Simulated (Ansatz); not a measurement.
Molecule: HfOCl, net charge 0, doublet state. SMILES: [O]=[Hf][Cl]
Geometry from a B3LYP-D3(BJ)/def2-TZVP (Ansatz, a program for electronic structure) optimisation:
```xyz
3

Hf     0.2861     0.2074    -0.1582
O     -0.8699     1.2722    -0.9248
Cl    -0.8023    -1.4771     1.1050
```
Charge 0, spin multiplicity 2.

Wanted: atomisation energy, in kcal/mol. Conventions: open shells spin-unrestricted; atomisation electronic, to ground-state atoms; LANL2DZ with its own core potentials from Na on; no spin-orbit coupling; def2 sets with scalar-relativistic core potentials past Kr; dispersion terms only where a functional's name holds one. Ab initio and DFT rows: single points at B3LYP-D3(BJ) geometries (Ansatz).

| species | coefficient | E at B3LYP/LANL2DZ (Ansatz), Eh | E at wB97M-V/def2-TZVPD (Ansatz), Eh |
|---|---|---|---|
| [O]=[Hf][Cl] | -1 | -139.15806 | -583.44239 |
| Cl atom | +1 | -14.89606 | -460.12609 |
| Hf atom | +1 | -48.75123 | -47.78062 |
| O atom | +1 | -75.08172 | -75.07806 |

 1 Eh = 627.5095 kcal/mol.

Task: Work the quantity out at each level.

Result: 
- B3LYP/LANL2DZ: the sum of coefficient times E is 0.42905 Eh, or 269.23 kcal/mol. Result: 269.2 kcal/mol.
- wB97M-V/def2-TZVPD: the sum of coefficient times E is 0.45762 Eh, or 287.16 kcal/mol. Result: 287.2 kcal/mol.
